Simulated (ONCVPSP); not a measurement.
## How hard is this holmium ONCV potential?

ONCVPSP 4.0.1 input, shortened (lines: element, Z, core and valence counts, functional; n l f; lmax; l rc ep ncon nbas qcut; lloc lpopt rc5 dvloc0; l nproj debl; icmod fcfact rcfact), PBE, scalar-relativistic:

```
  Ho 67.00   12    2        4      upf
    1    0    2.00
    2    0    2.00
    2    1    6.00
    3    0    2.00
    3    1    6.00
    3    2   10.00
    4    0    2.00
    4    1    6.00
    4    2   10.00
    4    3   10.00
    5    0    2.00
    5    1    6.00
    5    2    1.00
    6    0    2.00
    2
    0    3.05    0.00    5    9    1.90
    1    3.10    0.25    4    8    2.30
    2    3.60    0.00    5   10    4.90
    4    5    1.95    0.00
    0    2    3.80
    1    3    3.70
    2    2    2.30
    3    4.75    1.55
```

In the p channel the program set the typed energies aside and used 0.050, 3.750, 7.450 Ha.

Task: For each optimised wave give the share of its norm inside rc, the residual kinetic energy above qcut (Ha) and the cutoffs (Ha) for errors of 10, 1, 0.1 and 0.01 mHa per electron.

Result:

```tsv
wave	norm inside rc	residual KE	10 mHa	1 mHa	0.1 mHa	0.01 mHa
6s	0.303	2.0e-03	1.2	2.2	8.2	17.1
s projector 2	0.145	8.7e-01	9.9	24.4	28.7	31.3
p projector 1	0.248	8.7e-04	1.0	2.1	19.0	23.7
p projector 2	0.209	4.8e-01	9.5	21.8	26.5	29.4
p projector 3	0.141	1.5e+00	16.0	30.7	39.1	56.9
5d	0.758	3.9e-08	5.4	7.2	8.6	9.9
d projector 2	0.177	7.0e-06	7.3	9.0	10.6	12.1
```

The occupied waves need 7.2 Ha and 8.6 Ha for 1 and 0.1 mHa. The cutoffs count occupied waves only; projector 3 of the p channel, the hardest unoccupied one, needs 31 Ha at the loose tolerance. Note: no bound ghost flagged; GHOST(+) flagged for s at 21.8 eV, p at 164.3 eV. Its largest configuration-test error is -346 meV.
